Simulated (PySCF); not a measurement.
Below is a simulated gas-phase Si 2p photoelectron spectrum of Cl4Se2Si2 (cyclo-(Cl2SiSe)2).

Every computed line was given a Gaussian of 0.7 eV full width at half maximum and an area set by the number of equivalent atoms (split 2:1 within a doublet); the highest printed point is 100. Method: delta-SCF UKS SCAN, pcX-2 on the ionised atom, pcseg-1 elsewhere, spin-free X2C in PySCF 2.14.0.

```tsv
binding energy (eV)	intensity
108.4	0
108.5	1
108.6	2
108.7	5
108.8	10
108.9	20
109.0	34
109.1	52
109.2	72
109.3	89
109.4	99
109.5	100
109.6	94
109.7	85
109.8	76
109.9	68
110.0	61
110.1	54
110.2	45
110.3	34
110.4	24
110.5	15
110.6	8
110.7	4
110.8	2
110.9	1
111.0	0
```

Count the maxima, the lines and the sites behind this envelope.

The curve has 1 maximum (at 109.5 eV). Under it lie 2 lines from 1 inequivalent silicon site, drawn as a 2p3/2, 2p1/2 pair. At this width some lines have no maximum of their own.

Decompose the envelope and assign each component. Bonds: Si1–Cl2, Si1–Cl3, Si1–Se4, Si1–Se8, Se4–Si5, Si5–Cl6, Si5–Cl7, Si5–Se8.

```json
{"position (eV)": "109.42", "relative area": "1.33", "line": "Si 2p3/2", "atoms": "Si1/Si5", "environment": "silicon bonded to 2 Cl and 2 Se"}
{"position (eV)": "110.05", "relative area": "0.67", "line": "Si 2p1/2", "atoms": "Si1/Si5", "environment": "silicon bonded to 2 Cl and 2 Se"}
```

What are the centre and the root-mean-square width of the whole band?

The area-weighted mean of the lines is 109.63 eV. Their own spread about it is 0.29 eV (rms) and each Gaussian has σ = 0.7/2.355 = 0.30 eV; the variances add, which gives 0.42 eV.

No satellites, vibrations or lifetime broadening are included. Atoms equivalent by their bonding share one computed value, that of the first of them. Spin–orbit and ligand-field terms were added within each 2p shell after the spin-free SCF. 2p1/2 minus 2p3/2 (ligand field included): Si 0.62 eV. The structure is a single PBE0-D3(BJ)/def2-SVP conformer in the gas phase; no vibrational or solvent corrections.
